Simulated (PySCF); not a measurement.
F$_{2}$OS, charge -1, doublet, geometry from GFN2-xTB (a state made from the parent by changing its charge; the spin is typed, not shown lowest); CAMB3LYP/6-31G (PySCF).

The PySCF input:
```python
from pyscf import gto, scf, dft

mol = gto.M(
    atom='''
O     1.302563   -0.091502   -0.179801
S    -0.137690    0.009672    0.019006
F    -0.341904    1.865449   -0.039626
F    -0.571149   -1.801309    0.165660
''',
    basis='6-31g',
    charge=-1,
    spin=1,
    verbose=4,
)

mf = dft.UKS(mol)
mf.xc = 'camb3lyp'
mf.level_shift = 1.0
mf.max_cycle = 100
mf.kernel()
```

The log (banner, timings and long lists left out):

```
PySCF version 2.14.0

[INPUT] verbose = 4
[INPUT] num. atoms = 4
[INPUT] num. electrons = 43
[INPUT] charge = -1
[INPUT] spin (= nelec alpha-beta = 2S) = 1
[INPUT] symmetry False subgroup None
[INPUT] Mole.unit = angstrom
[INPUT] Symbol           X                Y                Z      unit          X                Y                Z       unit  Magmom
[INPUT]  1 O      1.302563000000  -0.091502000000  -0.179801000000 AA    2.461487329992  -0.172913719850  -0.339774646923 Bohr   0.0
[INPUT]  2 S     -0.137690000000   0.009672000000   0.019006000000 AA   -0.260196390091   0.018277431077   0.035916134723 Bohr   0.0
[INPUT]  3 F     -0.341904000000   1.865449000000  -0.039626000000 AA   -0.646104920893   3.525187709344  -0.074882287412 Bohr   0.0
[INPUT]  4 F     -0.571149000000  -1.801309000000   0.165660000000 AA   -1.079315186319  -3.403980675714   0.313052029795 Bohr   0.0

nuclear repulsion = 169.481208090302
number of shells = 22
number of NR pGTOs = 112
number of NR cGTOs = 40
basis = 6-31g
ecp = {}

******** <class 'pyscf.dft.uks.UKS'> ********
method = UKS
initial guess = minao
damping factor = 0
level_shift factor = 1.0
DIIS = <class 'pyscf.scf.diis.CDIIS'>
diis_start_cycle = 1
diis_space = 8
diis_damp = 0
SCF conv_tol = 1e-09
SCF conv_tol_grad = None
SCF max_cycles = 100
direct_scf = True
direct_scf_tol = 1e-13
number electrons alpha = 22  beta = 21
XC library pyscf.dft.libxc version 7.1.2
    S. Lehtola, C. Steigemann, M. J. T. Oliveira, and M. A. L. Marques,  SoftwareX 7, 1–5 (2018)
XC functionals = camb3lyp
    T. Yanai, D. P. Tew, and N. C. Handy,  Chem. Phys. Lett. 393, 51 (2004)
radial grids:
    Treutler-Ahlrichs [JCP 102, 346 (1995); DOI:10.1063/1.469408] (M4) radial grids

becke partition: Becke, JCP 88, 2547 (1988); DOI:10.1063/1.454033
pruning grids: <function nwchem_prune>
grids dens level: 3
symmetrized grids: False
atomic radii adjust function: <function treutler_atomic_radii_adjust>
small_rho_cutoff = 0
Set gradient conv threshold to 3.16228e-05
tot grids = 61488
init E= -673.087004097323

cycle= 1 E= -672.601075818863  delta_E= 0.486  |g|= 0.75  |ddm|= 1.61
cycle= 2 E= -672.813129060068  delta_E= -0.212  |g|= 0.257  |ddm|= 0.647
cycle= 3 E= -672.839949916249  delta_E= -0.0268  |g|= 0.104  |ddm|= 0.196
cycle= 4 E= -672.845903489417  delta_E= -0.00595  |g|= 0.0485  |ddm|= 0.115
cycle= 5 E= -672.847607557885  delta_E= -0.0017  |g|= 0.0252  |ddm|= 0.0725
cycle= 6 E= -672.848215083777  delta_E= -0.000608  |g|= 0.0149  |ddm|= 0.0454
cycle= 7 E= -672.848468512202  delta_E= -0.000253  |g|= 0.00976  |ddm|= 0.0311
cycle= 8 E= -672.848598907739  delta_E= -0.00013  |g|= 0.00681  |ddm|= 0.0217
cycle= 9 E= -672.848671285293  delta_E= -7.24e-05  |g|= 0.00492  |ddm|= 0.015
cycle= 10 E= -672.848709999011  delta_E= -3.87e-05  |g|= 0.00368  |ddm|= 0.0101
cycle= 11 E= -672.84873199412  delta_E= -2.2e-05  |g|= 0.00271  |ddm|= 0.00708
cycle= 12 E= -672.848743633081  delta_E= -1.16e-05  |g|= 0.00219  |ddm|= 0.00504
cycle= 13 E= -672.84875025005  delta_E= -6.62e-06  |g|= 0.00165  |ddm|= 0.00351
cycle= 14 E= -672.848753977786  delta_E= -3.73e-06  |g|= 0.00125  |ddm|= 0.00249
cycle= 15 E= -672.848756117547  delta_E= -2.14e-06  |g|= 0.000958  |ddm|= 0.00181
cycle= 16 E= -672.84875745383  delta_E= -1.34e-06  |g|= 0.000777  |ddm|= 0.00147
cycle= 17 E= -672.848758245055  delta_E= -7.91e-07  |g|= 0.000613  |ddm|= 0.00106
cycle= 18 E= -672.848758753115  delta_E= -5.08e-07  |g|= 0.000526  |ddm|= 0.000908
cycle= 19 E= -672.848759052033  delta_E= -2.99e-07  |g|= 0.00043  |ddm|= 0.000662
cycle= 20 E= -672.848759229319  delta_E= -1.77e-07  |g|= 0.000358  |ddm|= 0.00051
cycle= 21 E= -672.848759338115  delta_E= -1.09e-07  |g|= 0.000285  |ddm|= 0.00039
cycle= 22 E= -672.848759398533  delta_E= -6.04e-08  |g|= 0.000221  |ddm|= 0.000268
cycle= 23 E= -672.848759434347  delta_E= -3.58e-08  |g|= 0.000176  |ddm|= 0.00021
cycle= 24 E= -672.848759456005  delta_E= -2.17e-08  |g|= 0.00014  |ddm|= 0.000163
cycle= 25 E= -672.848759468619  delta_E= -1.26e-08  |g|= 0.000109  |ddm|= 0.000118
cycle= 26 E= -672.848759475901  delta_E= -7.28e-09  |g|= 8.37e-05  |ddm|= 8.67e-05
cycle= 27 E= -672.848759480227  delta_E= -4.33e-09  |g|= 6.58e-05  |ddm|= 6.77e-05
cycle= 28 E= -672.848759482807  delta_E= -2.58e-09  |g|= 5.25e-05  |ddm|= 5.36e-05
cycle= 29 E= -672.848759484339  delta_E= -1.53e-09  |g|= 4.07e-05  |ddm|= 4.02e-05
cycle= 30 E= -672.848759485212  delta_E= -8.73e-10  |g|= 3.17e-05  |ddm|= 2.97e-05
cycle= 31 E= -672.848759485709  delta_E= -4.97e-10  |g|= 2.46e-05  |ddm|= 2.14e-05
Extra cycle  E= -672.848759485432  delta_E= 2.76e-10  |g|= 4.94e-05  |ddm|= 6.44e-05
converged SCF energy = -672.848759485432  <S^2> = 0.75222498  2S+1 = 2.0022237
```
